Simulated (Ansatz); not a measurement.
Ansatz (an electronic-structure program) input (PBE0/def2-QZVPP):
A basis named .json is the Basis Set Exchange file of that set.

Ansatz 0.2 input:
```yaml
crystal:
  periodic: [false, false, false]
  atoms:
    - {symbol: Si, position_ang: [0.84518652, 0.42560736, -0.43148885]}
    - {symbol: C, position_ang: [2.30126450, -0.64793138, 0.00561617]}
    - {symbol: F, position_ang: [0.81453282, 1.65440861, 0.61068842]}
    - {symbol: N, position_ang: [-0.56852443, -0.52079691, -0.42287930]}
    - {symbol: Si, position_ang: [-2.13537392, -0.68470175, 0.26400196]}
    - {symbol: H, position_ang: [0.93267578, 1.03219073, -1.77755671]}
    - {symbol: H, position_ang: [2.41872100, -1.45003187, -0.72372072]}
    - {symbol: H, position_ang: [3.21266897, -0.04703364, 0.01934592]}
    - {symbol: H, position_ang: [2.17104423, -1.09386178, 0.99299260]}
    - {symbol: H, position_ang: [-2.25772017, -0.14195532, 1.63897990]}
    - {symbol: H, position_ang: [-2.54240481, -2.10856556, 0.26933206]}
    - {symbol: H, position_ang: [-3.03107259, 0.08006787, -0.64429406]}
basis:
  gaussian:
    orbitals: def2-QZVPP.json
hamiltonian:
  xc: {name: PBE0}
magnetization: {spin_polarized: true, initial_magnetization: 1}
```

End of the output:

```
integrals: 0.86 GiB planned
1733 factors; their error is unknown
mean field: 7.27 GiB planned
mean field evaluation 1: about -21093.3793 eV, gradient 5.5e1 eV
mean field evaluation 2: about -21073.5444 eV, gradient 8.1e1 eV
mean field evaluation 4: about -21105.6265 eV, gradient 8.5e0 eV
mean field evaluation 8: about -21105.9514 eV, gradient 1.1e-1 eV
mean field evaluation 16: about -21105.9642 eV, gradient 9.8e-4 eV
mean field evaluation 32: about -21105.9642 eV, gradient 4.2e-6 eV
mean field -21105.96416752 eV, -775.6298770200 hartree, gradient 4.2e-6 eV, S^2 0.755255; 2 other end points of the search recorded, 0 dependent functions left out
reference -21105.96421486 eV, -775.6298787596 hartree; 29, 28 occupied and 492, 493 virtual orbitals, 1733 factors
Total energy: -21105.96421486 eV, -775.6298787596 hartree
```

It need not be the lowest isomer of its formula.
